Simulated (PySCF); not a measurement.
1,2,4-triazole cation (C2H3N3), SMILES c1nc[nH]n1 (connectivity only; charge and spin as stated), charge +1, multiplicity 2. Geometry: PBE0-D3(BJ)/def2-SVP. The spin state was assumed, not searched.

Computed with PBE0-D3(BJ)/def2-SVP (PySCF).

Harmonic wavenumbers (cm⁻¹): 453, 667, 752, 824, 858, 895, 930, 1070, 1171, 1216, 1279, 1345, 1463, 1552, 1585, 3290, 3312, 3585. Rotational constants (GHz): 11.08, 9.505, 5.115; symmetry number 1.

### Question
Work out the zero-point energy and the ideal-gas rigid-rotor harmonic-oscillator thermochemistry at 298.15 K and 1 atm.

### Answer
ZPE = ½ Σ hcν = ½ × 26247 cm⁻¹ = 156.99 kJ/mol. H − E(el) = 169.05 kJ/mol. Entropy in J/(mol K): translation 161.56, rotation 100.02, vibration 9.39, spin 5.76, total 276.73. G − E(el) = 86.54 kJ/mol. Cp = 59.77 J/(mol K).
